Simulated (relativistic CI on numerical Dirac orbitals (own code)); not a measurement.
## Hyperfine structure of Hg X, mass number 201

Method of calculation: Dirac-Coulomb-Breit CI, orbitals from a KLI potential per configuration, model QED, unscaled Slater integrals (own radial code, finite nucleus).

Configuration list (outside the closed core [Kr] 4d10 4f14): 5s²5p⁶5d³, 5s²5p⁶5d²6s, 5s²5p⁶5d²5f, 5s²5p⁵5d⁴, 5s²5p⁶5d²6p, 5s²5p⁶5d²5g, 5s²5p⁶5d6s6p, 5s²5p⁶5d5f6s, 5s²5p⁶5d²6d, 5s5p⁶5d⁴, 5s²5p⁶5d²7s, 5s²5p⁶5d6s², 5s²5p⁶5f6s², 5s²5p⁶6s²6p, 5s²5p⁶5g6s², 5s²5p⁶6s²6d, 5s²5p⁶5d5f², 5s²5p⁶5f²6s, 5s²5p⁶5f³, 5s²5p⁶5f²6p, 5s²5p⁶5f²5g, 5s²5p⁶5f²6d, 5s²5p⁶5d6p², 5s²5p⁶6s6p², 5s²5p⁶5f6p², 5s²5p⁶6p³, 5s²5p⁶5g6p², 5s²5p⁶6p²6d, 5s²5p⁶5d5f6p, 5s²5p⁶5f6s6p, 5s²5p⁶5f5g6p, 5s²5p⁶5f6p6d. Double excitations out of closed p, d and f shells are left out; levels of such configurations are missing from the list, as are those of other unlisted configurations, and high levels can miss mixing partners. These lack a partner that the ground configuration has and come out too high: 5s²5p⁶5d²7s.

Nuclear spin I = 3/2, μ = -0.558 μN, Q = 0.387 b (tables of Stone and Pyykkö). The electronic factors are computed for point nuclear moments, without core polarisation or the Bohr-Weisskopf and QED corrections.

```json
{"Level": "5s²5p⁶5d³ ⁴F3/2", "E (eV)": "0.0000", "A (MHz)": "-1487", "B (MHz)": "-706"}
{"Level": "5s²5p⁶5d³ ⁴F5/2", "E (eV)": "1.7352", "A (MHz)": "-842.9", "B (MHz)": "-475"}
{"Level": "5s²5p⁶5d³ ⁴F7/2", "E (eV)": "2.8587", "A (MHz)": "-795.5", "B (MHz)": "-192"}
{"Level": "5s²5p⁶5d³ ⁴P1/2", "E (eV)": "3.5450", "A (MHz)": "644.6", "B (MHz)": ""}
{"Level": "5s²5p⁶5d³ ²G7/2", "E (eV)": "5.2270", "A (MHz)": "-832.8", "B (MHz)": "341"}
{"Level": "5s²5p⁶5d³ ⁴P5/2", "E (eV)": "5.3955", "A (MHz)": "-300.3", "B (MHz)": "922"}
{"Level": "5s²5p⁶5d³ ²H9/2", "E (eV)": "5.5556", "A (MHz)": "-758", "B (MHz)": "636"}
{"Level": "5s²5p⁶5d³ ²P1/2", "E (eV)": "6.5007", "A (MHz)": "209.6", "B (MHz)": ""}
```

Levels with J = 0, under 50 % of one LS term, or S terms without an open s electron are left out. Small factors come from cancelling terms and can be off by tens of per cent or more.

At this charge energies of transitions that change n are usually good to better than 1 %, and those within a shell (Δn = 0) to a few per cent. Terms inside the open d or f shell come out 10 to 20 % too wide with unscaled integrals. Levels and lines within the n = 5 or 6 shells can be off by up to 10 % or somewhat more, and those that change n by about 2 %, since core polarisation is missing.

Problem. Give the hyperfine levels of 5s²5p⁶5d³ ⁴F3/2 relative to its centre of gravity.

Solution. With K = F(F + 1) − I(I + 1) − J(J + 1), E = AK/2 + B[¾K(K + 1) − I(I + 1)J(J + 1)]/[2I(2I − 1)J(2J − 1)]: F = 0: 4695, F = 1: 3914, F = 2: 1645, F = 3: -3523 MHz.

LS names give the leading component of a level, which can be under half, so a name can repeat, a term be missing and a line seem to break the LS rules.
